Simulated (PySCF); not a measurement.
Spectrum to structure. The calculation used TDDFT CAM-B3LYP/def2-SVPD, vertical, gas phase, core orbitals frozen in the response in PySCF. Geometries: PBE0-D3(BJ)/def2-SVP, one conformer each.

```json
{"state": "S1", "E (eV)": "4.85", "λ (nm)": "255.8", "f": "0.909"}
{"state": "S2", "E (eV)": "6.15", "λ (nm)": "201.8", "f": "0.0015"}
{"state": "S3", "E (eV)": "6.23", "λ (nm)": "199.0", "f": "0.0047"}
{"state": "S4", "E (eV)": "6.59", "λ (nm)": "188.1", "f": "0.023"}
{"state": "S5", "E (eV)": "6.68", "λ (nm)": "185.6", "f": "0.0024"}
{"state": "S6", "E (eV)": "6.70", "λ (nm)": "185.2", "f": "0.0005"}
{"state": "S7", "E (eV)": "6.74", "λ (nm)": "183.9", "f": "0.0025"}
{"state": "S8", "E (eV)": "7.30", "λ (nm)": "170.0", "f": "0.0069"}
{"state": "S9", "E (eV)": "7.33", "λ (nm)": "169.2", "f": "0.022"}
{"state": "S10", "E (eV)": "7.41", "λ (nm)": "167.3", "f": "0.0063"}
```

**Question.** Which candidate is it? All have the formula C8H12.
A. `C#CCC1CCCC1`
B. `C=C/C=C\C(=C)CC`
C. `C1C(/C=C/C=C)CC1`

**Answer.** B. Its S1, at 4.85 eV, is the lowest among the candidates; the nearest of the others has S1 at 5.62 eV. S1 is HOMO→LUMO (98%). Löwdin shares by element: HOMO carbon 68% or more (atoms not listed hold the other 32%); LUMO carbon 64% or more (atoms not listed hold the other 36%). At the same level the other candidates give, for their lowest levels:
- `C=C/C=C/C1CCC1`: 5.62 eV (f 0.997); 6.50 eV (f 0.000); 6.61 eV (f 0.000); 7.04 eV (f 0.049); 7.16 eV (f 0.000); T1 3.11 eV; HOMO -7.64, LUMO 0.32 eV
- `C#CCC1CCCC1`: 6.47 eV (f 0.000); 6.75 eV (f 0.002); 6.78 eV (f 0.001); 7.53 eV (f 0.019); 7.62 eV (f 0.054); T1 5.34 eV; HOMO -9.00, LUMO 1.32 eV

Shape of the structure used: `[CH2:1]=[CH:2]/[CH:3]=[CH:4]\[C:5](=[CH2:6])[CH2:7][CH3:8]`: C1–C2–C3–C4 180°, C3–C4–C5–C6 173°, C4–C5–C7–C8 -71°.
Triplets come from the Tamm–Dancoff approximation.
